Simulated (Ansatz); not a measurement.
Reaction (isomerisation): `N=CC(=N)O[SiH3]` → `NC1=C(O)[SiH2]N1`

Isolated molecules relaxed with PBE0-D4/def2-TZVP in Ansatz; ΔE leaves out vibrations. CCSD(T)/CBS is the MP2 limit (def2-TZVPP, def2-QZVPP) plus CCSD(T) − MP2 in def2-TZVPP, frozen cores. DFT in def2-TZVPP. B3LYP here is the variant with VWN-RPA as its local correlation; programs differ in this. Each species was taken in one conformer, which may not be the lowest.

`N=CC(=N)O[SiH3]`:

```xyz
12

N    -2.356    1.025    1.281
C    -1.204    0.517    1.319
C    -0.353    0.143    0.145
N    -0.628    0.230   -1.085
O     0.832   -0.338    0.531
Si    1.924   -0.811   -0.672
H    -2.673    1.169    0.318
H    -0.747    0.315    2.289
H    -1.555    0.605   -1.261
H     3.084   -1.272    0.125
H     2.304    0.341   -1.518
H     1.372   -1.925   -1.472
```

`NC1=C(O)[SiH2]N1`:

```xyz
12

N     1.143    0.215    1.597
C     0.292   -0.014    0.551
C     0.142    0.615   -0.643
O     0.784    1.766   -1.019
Si   -1.023   -0.721   -1.097
N    -0.623   -1.106    0.600
H     1.626    1.099    1.553
H     0.754    0.009    2.505
H     0.154    2.347   -1.453
H    -0.619   -1.801   -2.041
H    -2.457   -0.415   -1.355
H    -0.172   -1.994    0.803
```

```tsv
level	ΔE (kcal/mol)
ωB97X-V	17.0
B2PLYP	20.6
r2SCAN	16.4
B3LYP	20.8
HF/def2-TZVPP	25.9
MP2/def2-TZVPP	17.2
CCSD/def2-TZVPP	20.7
MP2/def2-QZVPP	15.6
```

Question: What does CCSD(T)/CBS give? (An estimate is asked.)

Answer: Computed: +18.1 kcal/mol. The listed levels differ from it by -1.1, 2.5, -1.7, 2.7, 7.8, -0.9, 2.6, -2.5 kcal/mol.

Largest T1 diagnostic among the species: 0.014.

In def2-TZVPP, CCSD(T) changes the Hartree–Fock value by −5.0 kcal/mol (the triples alone add +0.2 kcal/mol) and MP2 by −8.7 kcal/mol. From PBE to PBE0 (25 % exact exchange), in def2-TZVPP and without D4, ΔE moves by −2.0 kcal/mol.
